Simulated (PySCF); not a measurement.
## A series of related molecules

Method used: TDDFT B3LYP/def2-SVPD circular dichroism and optical rotation, one conformer, gas phase in PySCF 2.14.0. Geometry: GFN2-xTB.

Each molecule in one low-energy conformer. The parent is C[C@@H]1C[C@@H](O)[C@@H]1CO.

The molecule is flexible and this is one conformer; a measurement averages over conformers.

(1) How does the specific rotation at 589.3 nm (origin-invariant length gauge) change along this series?
- C[C@@H]1C[C@@H](O)[C@@H]1CO (base)
- C[C@@H]1C[C@H](O)[C@@H]1CO (diastereomer)
- C[C@H]1C[C@H](O)[C@@H]1CO (diastereomer)
- C[C@H]1C[C@@H](O)[C@@H]1CO (diastereomer)

Results:

(1) 
| molecule | [α]589 (deg dm⁻¹ (g/mL)⁻¹) | S1 (eV) | R(S1), velocity form (10⁻⁴⁰ esu² cm²) |
| --- | --- | --- | --- |
| C[C@@H]1C[C@@H](O)[C@@H]1CO | +7.2 | 6.29 | +6.8 |
| C[C@@H]1C[C@H](O)[C@@H]1CO | +142.4 | 6.23 | +9.5 |
| C[C@H]1C[C@H](O)[C@@H]1CO | +138.0 | 6.39 | -3.6 |
| C[C@H]1C[C@@H](O)[C@@H]1CO | +160.7 | 6.31 | +0.2 |

The specific rotation at 589.3 nm (origin-invariant length gauge) is lowest for C[C@@H]1C[C@@H](O)[C@@H]1CO and highest for C[C@H]1C[C@@H](O)[C@@H]1CO.
